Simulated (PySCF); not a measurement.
## Shieldings and the share of exact exchange

Molecule: SMILES [Cl][AlH-]1[Cl+][AlH2-][Cl+]1, Al2Cl3H3.

Atoms are numbered as in `[Cl:1][AlH-:2]1[Cl+:3][AlH2-:4][Cl+:5]1`. Hydrogens are named by the atom that carries them. Ha(Al4) is cis to Cl1 on the ring; Hb(Al4) is trans to Cl1 on the ring.

GIAO shieldings (ppm, equivalent atoms averaged) in PySCF 2.14.0 with density-fitted response routines on the PBE0-D3(BJ)/def2-SVP geometry, basis pcSseg-2, gas phase, non-relativistic:

| functional | exact exchange (%) | σ(Cl3/Cl5) | σ(Cl1) | σ(Al4) | σ(Al2) |
| --- | --- | --- | --- | --- | --- |
| BLYP | 0 | 843.0 | 869.3 | 393.0 | 416.3 |
| BP86 | 0 | 850.6 | 874.2 | 397.0 | 421.4 |
| PBE | 0 | 849.6 | 873.4 | 396.5 | 421.1 |
| B3LYP | 20 | 867.6 | 897.3 | 405.8 | 428.5 |
| mPW1PW91 | 25 | 880.9 | 910.5 | 414.6 | 437.6 |
| BHandHLYP | 50 | 898.5 | 930.7 | 424.7 | 446.4 |
| HF | 100 | 945.4 | 977.4 | 460.8 | 479.8 |

(1) Fit each shielding as a line in the percentage of exact exchange.

(2) What does the line predict for PBE0 (25 %), and what does the run give?

Results:

(1) σ(Cl3/Cl5) = 849.3 + 0.98 x (rms 3.7 ppm); σ(Cl1) = 875.2 + 1.06 x (rms 4.4 ppm); σ(Al4) = 395.2 + 0.65 x (rms 2.2 ppm); σ(Al2) = 419.3 + 0.59 x (rms 2.5 ppm). The functionals also differ in their semilocal parts, which the line can't hold; Hartree–Fock has no correlation at all.

(2) σ(Cl3/Cl5): 873.8 predicted, 879.9 computed; σ(Cl1): 901.7 predicted, 908.7 computed; σ(Al4): 411.4 predicted, 413.5 computed; σ(Al2): 434.1 predicted, 436.9 computed ppm.
